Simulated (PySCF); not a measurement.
Isomers of C9H14, mass 122.110 u with the commonest isotopes. Level of theory: PBE0/pcSseg-1 in PySCF (dipole) on a GFN2-xTB geometry, gas phase. One conformer each, none proved a minimum here; rigid rotors.

Question: Order these by rotational constant B, smallest first.
A. `[CH3:1][C:2]#[C:3]/[C:4]([CH3:5])=[C:6](\[CH3:7])[CH2:8][CH3:9]` with C4–C6–C8–C9 83°
B. `[CH2:1]1[CH2:2][CH:3]([C@:4]23[CH2:5][C@H:6]([CH2:7]2)[CH2:8]3)[CH2:9]1` with C2–C3–C4–C5 -69°, C9–C1–C2–C3 11°, C1–C2–C3–C4 -131°, C3–C4–C5–C6 -179°, C4–C5–C6–C7 44°
C. `[CH3:1][CH:2]([CH3:3])[C@@H:4]1[C@H:5]2[CH:6]=[CH:7][CH2:8][C@@H:9]12` with C1–C2–C4–C5 -84°

Answer: A (809.4 MHz), C (1071 MHz), B (1134 MHz).

Question: Order these by out-of-plane moment Σ m c² = (Ia + Ib − Ic)/2, smallest first.
A. `[CH:1]#[C:2]/[C:3](=[CH:4]/[CH2:5][CH3:6])[CH:7]([CH3:8])[CH3:9]` with C3–C4–C5–C6 -110°, C2–C3–C7–C8 -57°
B. `[CH3:1][C:2]#[C:3]/[C:4]([CH3:5])=[C:6](\[CH3:7])[CH2:8][CH3:9]` with C4–C6–C8–C9 83°
C. `[CH3:1][CH:2]([CH3:3])[C@@H:4]1[C@H:5]2[CH:6]=[CH:7][CH2:8][C@@H:9]12` with C1–C2–C4–C5 -84°
D. `[CH2:1]1[CH2:2][CH:3]([C@:4]23[CH2:5][C@H:6]([CH2:7]2)[CH2:8]3)[CH2:9]1` with C2–C3–C4–C5 -69°, C9–C1–C2–C3 11°, C1–C2–C3–C4 -131°, C3–C4–C5–C6 -179°, C4–C5–C6–C7 44°

Answer: B (28.12 u·Å²), C (30.29 u·Å²), D (52.39 u·Å²), A (70.30 u·Å²).

Question: Order these by radius of gyration √(Σ m r²/M), smallest first.
A. `[CH:1]#[C:2]/[C:3](=[CH:4]/[CH2:5][CH3:6])[CH:7]([CH3:8])[CH3:9]` with C3–C4–C5–C6 -110°, C2–C3–C7–C8 -57°
B. `[CH2:1]1[CH2:2][CH:3]([C@:4]23[CH2:5][C@H:6]([CH2:7]2)[CH2:8]3)[CH2:9]1` with C2–C3–C4–C5 -69°, C9–C1–C2–C3 11°, C1–C2–C3–C4 -131°, C3–C4–C5–C6 -179°, C4–C5–C6–C7 44°
C. `[CH3:1][C:2]#[C:3]/[C:4]([CH3:5])=[C:6](\[CH3:7])[CH2:8][CH3:9]` with C4–C6–C8–C9 83°
D. `[CH3:1][CH:2]([CH3:3])[C@@H:4]1[C@H:5]2[CH:6]=[CH:7][CH2:8][C@@H:9]12` with C1–C2–C4–C5 -84°

Answer: B (2.074 Å), D (2.194 Å), A (2.312 Å), C (2.496 Å).

| SMILES | point group | Ia (u·Å²) | Ib (u·Å²) | Ic (u·Å²) | κ | μa (D) | μb (D) | μc (D) |
| --- | --- | --- | --- | --- | --- | --- | --- | --- |
| C1CC(C23CC(C2)C3)C1 | Cs | 132.07 | 445.56 | 472.84 | -0.95 | 0.14 | 0.00 | 0.10 |
| CC(C)[C@@H]1[C@H]2C=CC[C@H]21 | – | 146.23 | 472.04 | 557.68 | -0.87 | 0.24 | 0.20 | 0.15 |
| CC#C/C(C)=C(\C)CC | C1 | 164.24 | 624.37 | 732.37 | -0.90 | 0.02 | 0.15 | 0.10 |
| C#C/C(=C/CC)C(C)C | C1 | 245.70 | 477.40 | 582.50 | -0.68 | 0.74 | 0.59 | 0.07 |
